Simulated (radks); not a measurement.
Values are calculated unless marked as measured or tabulated.
How relativity changes the ionisation of the strontium ion Sr3+ ([Ar] 3d10 4s2 4p5) to Sr4+ ([Ar] 3d10 4s2 4p4). Spin-unpolarised spherical Kohn-Sham, PBEsol, point nucleus unless stated (finite: rms radius 4.224 fm), a radial shooting solver on a logarithmic mesh with Libxc functionals. A level marked "c x" has the speed of light scaled by that factor and shares open shells by 2j + 1; other Dirac levels either fill j = l - 1/2 first or share by 2j + 1.

| level | E(Sr3+) (hartree) | E(Sr4+) (hartree) | IE (eV) | HOMO | <r> HOMO (bohr) |
|---|---|---|---|---|---|
| non-rel. | -3128.90903 | -3126.80820 | 57.166 | 4p | 1.498 |
| scalar-rel. | -3175.36820 | -3173.26153 | 57.325 | 4p | 1.491 |
| scalar-rel., finite nucleus | -3175.33663 | -3173.22996 | 57.326 | 4p | 1.491 |
| Dirac, 2j+1 shares | -3175.67202 | -3173.56477 | 57.341 | 4p3/2 | 1.500 |
| Dirac, low j first | -3175.68789 | -3173.59921 | 56.836 | 4p3/2 | 1.500 |
| Dirac, 2j+1 shares, finite nucleus | -3175.64041 | -3173.53315 | 57.341 | 4p3/2 | 1.500 |
| Dirac, c x 1.5 | -3149.25435 | -3147.15074 | 57.242 | 4p3/2 | 1.499 |
| Dirac, c x 3 | -3133.93245 | -3131.83094 | 57.185 | 4p3/2 | 1.498 |
| Dirac, c x 10 | -3129.35945 | -3127.25856 | 57.168 | 4p3/2 | 1.498 |

NIST Atomic Spectra Database: 56.280 eV (semi-empirical). The relativistic part of the total energy of Sr3+ is -46.73 hartree (Dirac, 2j+1 shares, finite nucleus), 1.5 % of the non-relativistic value. Spin polarisation and multiplet splitting of open shells are left out at every level.

Beside tabulated values, note that relativity, absent from the non-relativistic runs, is large for the heavy elements, and spin-unpolarised runs miss the spin-polarisation part of the exchange energy of open shells.
